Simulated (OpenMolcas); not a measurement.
## How methods differ on GaSiH3F2 (SMILES [F][Ga]([F])[SiH3])

GaSiH3F2: 7 atoms, total charge 0, spin state singlet. SMILES: `[F][Ga]([F])[SiH3]`. The coordinates come from a PBE0-D4/def2-TZVP relaxation.

Each level gives the dipole moment (D). The values are calculated.

```tsv
level	kind	program	value (D)	CPU time
HF/6-31G* (spherical functions)	Hartree–Fock	OpenMolcas	3.66	13 s
SVWN5/6-31G* (spherical functions)	LDA	OpenMolcas	3.46	23 s
BLYP/6-31G* (spherical functions)	GGA	OpenMolcas	3.32	29 s
revPBE/6-31G* (spherical functions)	GGA	OpenMolcas	3.23	31 s
M06-L/6-31G* (spherical functions)	meta-GGA	OpenMolcas	3.36	32 s
B3LYP/6-31G* (spherical functions)	global hybrid	OpenMolcas	3.49	29 s
PBE0/6-31G* (spherical functions)	global hybrid	OpenMolcas	3.47	26 s
B3LYP/6-31G* (Cartesian functions)	global hybrid	OpenMolcas	3.45	31 s
```

All-electron rows without a relativistic Hamiltonian named are non-relativistic. The values span 3.23 to 3.66 D. Magnitudes only. Times are those of the runs behind each value, whatever else they computed, on shared processors of several kinds: orders of magnitude only.
